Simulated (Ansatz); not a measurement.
Geometry optimisation, RKS PBE-D4/def2-SVP in Ansatz 0.2.0.

Input file:

```yaml
crystal:
  periodic: [false, false, false]
  atoms:
    - { symbol: Ga, position_ang: [0.337092, -0.08304, -0.043258] }
    - { symbol: C, position_ang: [1.014905, -0.08025, 1.796631] }
    - { symbol: H, position_ang: [0.446563, -0.311222, 2.719994] }
    - { symbol: H, position_ang: [1.882568, -0.768521, 1.717711] }
    - { symbol: H, position_ang: [1.432975, 0.946278, 1.878393] }
    - { symbol: H, position_ang: [1.810036, 0.258899, -0.411688] }
    - { symbol: O, position_ang: [-1.183539, -0.309601, -0.9555] }
    - { symbol: H, position_ang: [-1.933499, -0.499244, -0.361083] }
basis:
  gaussian: { orbitals: def2-SVP }
hamiltonian:
  xc: pbe
  dispersion: d4
relax:
  f_tol: 0.03
  max_steps: 50
```

Command:

```bash
$ ansatz run input.yaml --threads 2 --pin off --max-ram 3072MiB --backend cpu --events-out ev --progress --plain --runs-dir out
```

Question: Where does it end, and by what steps?

Answer: The run converged. After 8 steps the energy has fallen by 0.778 eV; H6 moved furthest, 0.89 Å.

```csv
step,energy less start (eV),largest force component (eV/Å),accepted
0,0.0000,1.611,yes
1,-0.3282,0.861,yes
2,-0.5206,0.558,yes
3,-0.6724,0.274,yes
4,-0.7059,0.777,yes
5,-0.7647,0.283,yes
6,-0.7584,0.435,no
7,-0.7753,0.148,yes
8,-0.7784,0.022,yes
```

```xyz
8
Properties=species:S:1:pos:R:3
Ga 0.643 -0.008 -0.106
C 0.992 -0.081 1.837
H 0.092 -0.363 2.417
H 1.797 -0.814 2.050
H 1.344 0.910 2.192
H 1.646 0.281 -1.283
O -1.030 -0.297 -0.736
H -1.677 -0.476 -0.029
```

Whether the end is a true minimum wasn't checked by a vibrational analysis.

Run time: 5.2 s on 2 threads of AMD EPYC 9R45 96-Core Processor (Zen 5), with other jobs on the host, peak memory 0.14 GiB.
